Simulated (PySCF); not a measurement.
Isomers of C6H13As.

All values: PBE0/def2-SVPD (PySCF) at PBE0-D3(BJ)/def2-SVP geometries, gas phase, one conformer each. Core orbitals are frozen in the response; Δα² is half the sum of the squared differences of the principal polarisabilities. The calculation is non-relativistic, for arsenic too.

Task: Rank by vertical ionisation energy (ΔSCF), highest first.
A. `[CH2:1]=[CH:2][CH2:3][CH2:4][As:5]([CH3:6])[CH3:7]` with C1–C2–C3–C4 -112°, C2–C3–C4–As5 -60°, C3–C4–As5–C6 95°
B. `[AsH2:1][CH2:2][CH:3]1[CH2:4][CH2:5][CH2:6][CH2:7]1` with H–As1–C2–C3 -91° and 177°, As1–C2–C3–C4 63°, C2–C3–C4–C5 -148°, C3–C4–C5–C6 39°, C4–C5–C6–C7 -42°, C5–C6–C7–C3 28°
C. `[CH3:1][CH2:2][CH2:3]/[CH:4]=[CH:5]\[CH2:6][AsH2:7]` with C1–C2–C3–C4 178°, C2–C3–C4–C5 111°, C4–C5–C6–As7 -87°, C5–C6–As7–H -157° and -65°
D. `[CH3:1]/[CH:2]=[CH:3]/[CH2:4][As:5]([CH3:6])[CH3:7]` with C2–C3–C4–As5 -107°, C3–C4–As5–C6 73°

Result: B (9.07 eV), C (8.50 eV), A (8.36 eV), D (8.07 eV).

Task: Rank by HOMO–LUMO gap, highest first.
A. `[CH2:1]=[CH:2][CH2:3][C@@H:4]([AsH2:5])[CH2:6][CH3:7]` with C1–C2–C3–C4 115°, C2–C3–C4–As5 62°, C3–C4–As5–H 80° and 172°, C3–C4–C6–C7 65°
B. `[CH3:1]/[CH:2]=[CH:3]/[CH2:4][As:5]([CH3:6])[CH3:7]` with C2–C3–C4–As5 -107°, C3–C4–As5–C6 73°
C. `[AsH2:1][CH2:2][CH:3]1[CH2:4][CH2:5][CH2:6][CH2:7]1` with H–As1–C2–C3 -91° and 177°, As1–C2–C3–C4 63°, C2–C3–C4–C5 -148°, C3–C4–C5–C6 39°, C4–C5–C6–C7 -42°, C5–C6–C7–C3 28°
D. `[CH3:1][CH2:2][CH2:3]/[CH:4]=[CH:5]/[CH2:6][AsH2:7]` with C1–C2–C3–C4 179°, C2–C3–C4–C5 118°, C4–C5–C6–As7 110°, C5–C6–As7–H -77° and -170°

Result: C (7.37 eV), A (7.10 eV), D (6.78 eV), B (6.64 eV).

Task: Rank by HOMO energy, lowest first.
A. `[CH2:1]=[CH:2][CH2:3][CH2:4][As:5]([CH3:6])[CH3:7]` with C1–C2–C3–C4 -112°, C2–C3–C4–As5 -60°, C3–C4–As5–C6 95°
B. `[CH3:1][CH2:2][CH2:3]/[CH:4]=[CH:5]/[CH2:6][AsH2:7]` with C1–C2–C3–C4 179°, C2–C3–C4–C5 118°, C4–C5–C6–As7 110°, C5–C6–As7–H -77° and -170°
C. `[AsH2:1][CH2:2][CH:3]1[CH2:4][CH2:5][CH2:6][CH2:7]1` with H–As1–C2–C3 -91° and 177°, As1–C2–C3–C4 63°, C2–C3–C4–C5 -148°, C3–C4–C5–C6 39°, C4–C5–C6–C7 -42°, C5–C6–C7–C3 28°
D. `[CH3:1]/[CH:2]=[CH:3]/[CH2:4][As:5]([CH3:6])[CH3:7]` with C2–C3–C4–As5 -107°, C3–C4–As5–C6 73°

Result: C (-7.05 eV), B (-6.77 eV), A (-6.49 eV), D (-6.36 eV).

All values together:

```json
{"SMILES": "[AsH2]CC1CCCC1", "μ (D)": "1.14", "HOMO (eV)": "-7.05", "LUMO (eV)": "0.32", "α (Å³)": "14.98", "Δα (Å³)": "3.05", "ΔSCF removal energy (eV)": "9.07"}
{"SMILES": "C=CC[C@@H]([AsH2])CC", "μ (D)": "1.21", "HOMO (eV)": "-7.04", "LUMO (eV)": "0.06", "α (Å³)": "15.99", "Δα (Å³)": "5.05", "ΔSCF removal energy (eV)": "8.96"}
{"SMILES": "C/C=C/C[As](C)C", "μ (D)": "1.03", "HOMO (eV)": "-6.36", "LUMO (eV)": "0.28", "α (Å³)": "16.43", "Δα (Å³)": "6.96", "ΔSCF removal energy (eV)": "8.07"}
{"SMILES": "CCC/C=C/C[AsH2]", "μ (D)": "0.95", "HOMO (eV)": "-6.77", "LUMO (eV)": "0.01", "α (Å³)": "16.58", "Δα (Å³)": "7.74", "ΔSCF removal energy (eV)": "8.49"}
{"SMILES": "C=CCC[As](C)C", "μ (D)": "1.09", "HOMO (eV)": "-6.49", "LUMO (eV)": "0.18", "α (Å³)": "16.05", "Δα (Å³)": "5.42", "ΔSCF removal energy (eV)": "8.36"}
{"SMILES": "CCC/C=C\\C[AsH2]", "μ (D)": "0.63", "HOMO (eV)": "-6.76", "LUMO (eV)": "-0.04", "α (Å³)": "16.24", "Δα (Å³)": "5.71", "ΔSCF removal energy (eV)": "8.50"}
```

Conformers: `[AsH2:1][CH2:2][CH:3]1[CH2:4][CH2:5][CH2:6][CH2:7]1` with H–As1–C2–C3 -91° and 177°, As1–C2–C3–C4 63°, C2–C3–C4–C5 -148°, C3–C4–C5–C6 39°, C4–C5–C6–C7 -42°, C5–C6–C7–C3 28°; `[CH2:1]=[CH:2][CH2:3][C@@H:4]([AsH2:5])[CH2:6][CH3:7]` with C1–C2–C3–C4 115°, C2–C3–C4–As5 62°, C3–C4–As5–H 80° and 172°, C3–C4–C6–C7 65°; `[CH3:1]/[CH:2]=[CH:3]/[CH2:4][As:5]([CH3:6])[CH3:7]` with C2–C3–C4–As5 -107°, C3–C4–As5–C6 73°; `[CH3:1][CH2:2][CH2:3]/[CH:4]=[CH:5]/[CH2:6][AsH2:7]` with C1–C2–C3–C4 179°, C2–C3–C4–C5 118°, C4–C5–C6–As7 110°, C5–C6–As7–H -77° and -170°; `[CH2:1]=[CH:2][CH2:3][CH2:4][As:5]([CH3:6])[CH3:7]` with C1–C2–C3–C4 -112°, C2–C3–C4–As5 -60°, C3–C4–As5–C6 95°; `[CH3:1][CH2:2][CH2:3]/[CH:4]=[CH:5]\[CH2:6][AsH2:7]` with C1–C2–C3–C4 178°, C2–C3–C4–C5 111°, C4–C5–C6–As7 -87°, C5–C6–As7–H -157° and -65°.

Task: By how much does the ΔSCF value exceed −ε(HOMO) over the species that have both?

Result: By 1.70 to 2.02 eV, 1.83 eV on average, over 6 species.
